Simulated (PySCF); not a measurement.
Cartesian coordinates (Å):
```xyz
13

W      0.3312    -0.0776    -0.2222
F     -0.4220    -0.4773     1.4478
F      1.8984    -0.5598     0.7084
F      0.2025     0.0683    -2.0974
F     -1.2796     0.8749    -0.3395
C      1.5721     1.6123    -0.5155
H      1.0162     2.3425    -1.1215
H      2.5111     1.3263    -1.0115
H      1.7893     2.0112     0.4895
C      0.4877    -2.0944    -0.8468
H     -0.4507    -2.3243    -1.3784
H      0.6008    -2.7212     0.0498
H      1.3413    -2.2275    -1.5274
```
Charge 0, multiplicity 1.

Give the HOMO, LUMO, dipole moment, charge on the central atom (Mulliken), HOMO–LUMO gap and total energy at the level PBE-D3(BJ)/def2-TZVP // r2SCAN-D4/def2-SVP (PySCF).


```json
{
 "HOMO": "-7.24 eV",
 "LUMO": "-4.42 eV",
 "dipole_moment": "1.51 D",
 "charge on the central atom (Mulliken)": "1.29 e",
 "HOMO–LUMO gap": "2.82 eV",
 "total_energy": "-546.2589 Ha"
}
```
